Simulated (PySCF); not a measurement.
```xyz
5

Si    -0.1276    -0.0050     0.0008
Cl     1.9264     0.0756    -0.0119
H     -0.6530     1.2421    -0.5971
H     -0.5593    -1.1766    -0.7929
H     -0.5865    -0.1362     1.4012
```

Charge 0, multiplicity 1.

**Question.** Give the Mulliken and meta-Löwdin atomic charges from r2SCAN-D4/def2-TZVP (PySCF).

**Answer.** 
```tsv
atom	Mulliken (e)	meta-Löwdin (e)
Si1	0.35	0.56
Cl2	-0.27	-0.29
H3	-0.03	-0.09
H4	-0.03	-0.09
H5	-0.03	-0.09
```
